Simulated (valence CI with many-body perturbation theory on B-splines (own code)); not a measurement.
## Questions on Nd XI

Computed by configuration interaction combined with many-body perturbation theory (CI+MBPT): four valence electrons over a frozen Dirac-Fock core [Kr] 4d10, radial functions for each j: 8 s, 8 p, 9 d, 9 f, 6 g, 3 h, 2 i, with the one-electron correlation potential Σ1, the two-electron term Σ2, the three-electron term Σ3, Breit, model QED; selected CI, second order for the rest, scaled by the run's own slope (own B-spline code, finite nucleus).

No measured levels were compared; by estimate terms of the open shell hold to a few per cent of their energy, and close levels can change places; configurations with another count of f electrons can be misplaced by thousands of cm⁻¹. Core correlation moves these levels by up to 55000 cm⁻¹, and in measured spectra 5 to 20 % of such shifts remained as error; rates that hang on mixing are uncertain with them. Among the levels kept, up to 280 cm⁻¹ of a level comes from second order outside the variational space, and about a tenth of that is noise between levels of different J, which matters for small intervals.

Names give the largest LS component (configuration and term), which can be under half, so a name can repeat, a term be missing and a line seem to break the LS rules; names also repeat where a configuration has a term twice.

Rates and lifetimes use the calculated energies. Strong lines usually hold to 10 to 20 %, long lifetimes can be off by a factor of two.

(1) What is the ground level?

(2) What are the static dipole polarisabilities of the lowest levels?

(3) Among levels below 175840 cm⁻¹, which E1 lines absorb most strongly from the ground level?

(4) Name the longest-lived excited levels whose lifetime is computed, and their main decay.

(5) What is the ionisation energy?

(6) How well does LS coupling describe the low levels?

(7) Where does the other parity begin?

Answers

(1) 4f.5s2.5p 3G_3, composition 62 % 4f.5s2.5p 3G + 28 % 4f.5s2.5p 1F + 6 % 4f.5s2.5p 3F, g = 0.850.

(2) 4f.5s2.5p 3G_3 2.00 (tensor -0.015); 4f2.5s2 3H_4 2.04 (tensor 0.025); 4f.5s2.5p 3F_2 2.01 (tensor 0.035); 4f2.5s2 3H_5 2.04 (tensor 0.030) bohr³, of which the core gives 0.317.

(3) to 4f.5s.5p2 5G°_2 at 65.07 nm, f = 0.0112; to 4f.5s.5p2 5G°_3 at 64.39 nm, f = 0.0104; to 4f.5s.5p2 3G°_3 at 59.14 nm, f = 0.00362.

(4) 4f2.5s2 3F_2 at 9402 cm⁻¹ lives 20.9 s, mostly by M1 to 4f.5s2.5p 3F_2; 4f.5s2.5p 3F_2 at 3701 cm⁻¹ lives 19.6 s, mostly by M1 to 4f.5s2.5p 3G_3; 5s2.5p2 3P_0 at 27379 cm⁻¹ lives 10.4 s, mostly by E2 to 4f.5s2.5p 3F_2. The lifetime of 4f2.5s2 3H_4 is too uncertain to give, and may be longer.

(5) 166.38 eV; NIST lists 168 ± 8 eV (theoretical).

(6) Among the lowest 20 levels the leading LS term, summed over configurations, holds 76 % on average. For single configurations the figures are 69 % in LS and 77 % in jj coupling. Terms mix most in the J = 3 level at 39286 cm⁻¹, where the leading one holds 35 %.

(7) At 4f2.5s.5p 5I°_4, 141400 cm⁻¹.
